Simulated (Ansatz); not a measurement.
Saddle point of SiAsH6, doublet (AsH₃ + SiH₃ → AsH₂ + SiH₄; bonds formed: H1–Si3; bonds broken: H1–As2), PBE0-D4/def2-TZVP structure:

```xyz
8
angstrom
H -0.7845 -0.2223 -0.5673
As -1.8485 0.8268 -1.0522
Si 1.0217 -0.9787 0.5320
H -1.7774 1.5664 0.2765
H -0.7606 1.7045 -1.6549
H 0.5166 -0.6359 1.8867
H 1.9671 0.0593 0.0461
H 1.6655 -2.3201 0.5331
```

Energies are electronic, without zero-point energy. Barriers and step energies count from the start structure reached by relaxing down the imaginary mode; all methods use the PBE0-D4 structures, on which another method's saddle can fall below an end. Ansatz 0.2.0; basis: def2-TZVPP, with def2-QZVPP for the basis limit; cores frozen in the correlated methods; orbitals are unrestricted. Filled d shells of the heavier atoms are correlated. The def2 sets are not built for correlating such inner shells, so the correlated values are less sure here. B3LYP uses VWN-RPA correlation. Extrapolation: Hartree–Fock as exp(−7.88 √X), correlation as X^−2.97.

```
      method  barrier (eV)  step energy (eV)
       SPW92        -0.117            -0.454
      PBE-D4        -0.045            -0.558
     BLYP-D4             ?            -0.643
   r2SCAN-D4        -0.002            -0.618
      B97M-V         0.019            -0.672
     PBE0-D4         0.008            -0.631
    B3LYP-D4         0.009            -0.700
  r2SCAN0-D4         0.030            -0.672
    BHLYP-D4         0.067            -0.795
CAM-B3LYP-D4         0.053            -0.742
     wB97X-V             ?            -0.767
     wB97M-V         0.066            -0.814
      B2PLYP         0.059            -0.739
    PBE-QIDH         0.070            -0.702
  RPA on PBE         0.115            -0.727
          HF             ?            -0.931
         MP2         0.116            -0.716
        CCSD         0.122            -0.760
     CCSD(T)         0.101            -0.729
```

Fill in the withheld barriers. (To be estimated.)

The calculation gives: wB97X-V 0.061; BLYP-D4 -0.031; HF 0.255 eV. Each is the energy of the saddle less that of the start structure, by the same method.

For comparison, the barrier by CCSD(T) at an estimated basis limit (MP2 extrapolated from triple and quadruple zeta, plus CCSD(T) − MP2 in triple zeta) is 0.090 eV.

The T1 diagnostic stays at or below 0.014. ⟨S²⟩ of the unrestricted Hartree–Fock references: 0.75 to 0.77 (a pure state has 0.75).

Radical steps of this kind take place in plasma deposition and etching.

For scale, one of the runs: CCSD(T)/def2-TZVPP, 174 basis functions, launched by `ansatz run in.yaml --threads 4 --pin off --events-out ev --progress --plain --max-ram 9574MiB`. The run took 110 s on 4 CPU threads of an Arm Neoverse V1 (shared host), with 3.6 GiB of host memory at its peak.
